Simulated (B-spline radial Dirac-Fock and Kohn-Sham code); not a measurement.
## Dispersion corrections for Sn to Ta

Model: the dispersion relation over Dirac-Hartree-Slater subshell photoionisation cross sections, with the Kissel-Pratt high-energy constant (isolated atom, no bound-bound lines or fine structure). Program: an atomic code on a B-spline grid. Values in electrons; * marks an element with an edge within 2 % of one of the energies, where the values are sensitive to the edge position.

```csv
Z,element,f′ at 4000 eV,f″ at 4000 eV,f′ at 4510.9 eV,f″ at 4510.9 eV,f′ at 8047.8 eV,f″ at 8047.8 eV
50,Sn*,-13.558,10.542,-7.701,13.833,0.033,5.525
51,Sb,-11.399,3.604,-9.483,12.901,-0.046,5.962
52,Te,-9.019,3.933,-11.752,10.139,-0.153,6.425
53,I*,-7.793,4.283,-13.838,3.548,-0.294,6.915
54,Xe,-6.917,4.685,-9.539,3.880,-0.462,7.454
55,Cs,-6.314,5.065,-8.049,4.200,-0.705,7.971
56,Ba,-5.917,5.466,-7.174,4.539,-1.028,8.526
57,La,-5.556,5.896,-6.534,4.900,-1.397,9.095
58,Ce,-5.257,6.340,-6.050,5.270,-1.845,9.711
59,Pr,-4.985,6.816,-5.653,5.668,-2.380,10.368
60,Nd,-4.765,7.291,-5.328,6.065,-3.076,11.014
61,Pm,-4.607,7.785,-5.075,6.481,-3.993,11.690
62,Sm,-4.428,8.332,-4.818,6.933,-5.283,12.391
63,Eu*,-4.343,8.852,-4.654,7.374,-8.992,11.330
64,Gd*,-4.273,9.406,-4.508,7.845,-8.844,11.981
65,Tb,-4.139,10.060,-4.315,8.386,-9.169,9.309
66,Dy,-4.110,10.662,-4.213,8.895,-9.882,9.856
67,Ho*,-4.078,11.311,-4.113,9.442,-14.904,3.810
68,Er,-4.070,11.983,-4.037,10.006,-9.390,4.054
69,Tm,-4.091,12.704,-3.974,10.612,-7.997,4.306
70,Yb,-4.145,13.408,-3.950,11.206,-7.156,4.563
71,Lu,-4.300,14.087,-4.002,11.794,-6.565,4.817
72,Hf,-4.444,14.893,-4.034,12.476,-6.090,5.107
73,Ta,-4.636,15.712,-4.106,13.170,-5.707,5.412
```

Values without a named source are computed, but for edge energies of neutral atoms, which are taken from tables.
